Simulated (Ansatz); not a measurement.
(1) Predict a relaxed structure of Fe3, charge 0, multiplicity 9, at PBE-D4/def2-TZVP (Ansatz).

Answers

(1) 
```xyz
3

Fe    0.683   -0.502   -0.936
Fe    0.417    1.028    0.605
Fe   -1.100   -0.526    0.332
```
Point group D3h (tolerance 0.1 Å). This is one stationary point.

The charge 0 multiplicity 9 is spin-contaminated (final ⟨S²⟩ up to 20.21, 20.00 for a pure state). The order of the spin states hangs on the level: the quintet lies 0.50 eV below the multiplicity 9 at PBE0-D4/def2-TZVP, but 0.66 eV above it at PBE-D4/def2-TZVP. The structure comes from a short search, and lower isomers may exist.
